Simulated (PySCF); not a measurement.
Working out the ionisation energy of N⁺

N⁺ [He] 2s2 2p2 (3P) → N²⁺ [He] 2s2 2p1 (2P). Computed with PySCF 2.14 in aug-cc-pV5Z (7s6p5d4f3g2h, 127 functions), with the non-relativistic Hamiltonian (point nucleus). Frozen: 1s2. Energies in hartree (1 hartree = 27.21139 eV):

```
             part  N⁺ (lower)  N²⁺ (upper)
              UHF  -53.893861   -52.820484
MP2 opposite-spin   -0.066032    -0.058612
    MP2 same-spin   -0.014317    -0.004174
```

**Question.** What does Hartree-Fock give?

**Answer.** (-52.820484) − (-53.893861) = 1.073377 hartree = 29.208 eV.

**Question.** What do MP2 and SCS-MP2 (6/5 opposite-spin, 1/3 same-spin) give?

**Answer.** The opposite-spin parts differ by 0.202 eV and the same-spin parts by 0.276 eV. MP2: 29.208 + (0.202) + (0.276) = 29.686 eV. SCS-MP2: 29.208 + 1.2 × (0.202) + (0.276)/3 = 29.542 eV.

A first-order spin-orbit estimate adds -0.003 eV to MP2 (valence), giving 29.683 eV against 29.601 eV (semi-empirical (NIST evaluation); NIST Atomic Spectra Database, ionization energies).

What remains against the reference includes basis incompleteness, the frozen core and correlation beyond second order.
